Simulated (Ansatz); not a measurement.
ClO-, closed-shell singlet (lowest of 2S+1 = 1, 3, 5 at CCSD(T)/def2-TZVPP on PBE0 minima; our sources give no spin for the ground state, which may be another), most abundant isotopes (15.9949 and 34.9689 u). Constants from fifth-degree fits in 1/R to seven points on the lowest solution found; no spin–orbit coupling, no relativity up to Kr; ω_e x_e and α_e move by some per cent with the fit.

Correlated levels freeze the cores. CBS: X⁻³ extrapolation of the correlation energy, Hartree–Fock from the larger set.

Run with Ansatz (a quantum-chemistry and plane-wave program). Values without a source in brackets are computed.

```json
[
 {"level": "PBE/def2-TZVPP", "r_e (Å)": "1.6998", "ω_e (cm⁻¹)": "662.3", "ω_e x_e (cm⁻¹)": "4.24", "α_e (cm⁻¹)": "0.00536"},
 {"level": "CCSD(T)/CBS(aug-cc-pV(Q+d)Z, aug-cc-pV(5+d)Z)", "r_e (Å)": "1.6787", "ω_e (cm⁻¹)": "672.5", "ω_e x_e (cm⁻¹)": "4.32", "α_e (cm⁻¹)": "0.00566"}
]
```

Problem. Derive the rotational constants, the centrifugal constant, the fundamental, the zero-point energy and the force constant.

Solution. 
μ = 10.97493 u.
- PBE/def2-TZVPP: B_e = 16.8576/(μ r_e²) = 0.53160 cm⁻¹; B₀ = B_e − α_e/2 = 0.52892 cm⁻¹; D = 4B_e³/ω_e² = 1.37e-06 cm⁻¹; fundamental ω_e − 2ω_e x_e = 654 cm⁻¹; zero-point energy ω_e/2 − ω_e x_e/4 = 330 cm⁻¹; k = μ(2πcω_e)² = 284 N/m; the line J = 1 ← 0 at 2B₀ = 31.71 GHz
- CCSD(T)/CBS(aug-cc-pV(Q+d)Z, aug-cc-pV(5+d)Z): B_e = 16.8576/(μ r_e²) = 0.54506 cm⁻¹; B₀ = B_e − α_e/2 = 0.54223 cm⁻¹; D = 4B_e³/ω_e² = 1.43e-06 cm⁻¹; fundamental ω_e − 2ω_e x_e = 664 cm⁻¹; zero-point energy ω_e/2 − ω_e x_e/4 = 335 cm⁻¹; k = μ(2πcω_e)² = 292 N/m; the line J = 1 ← 0 at 2B₀ = 32.51 GHz
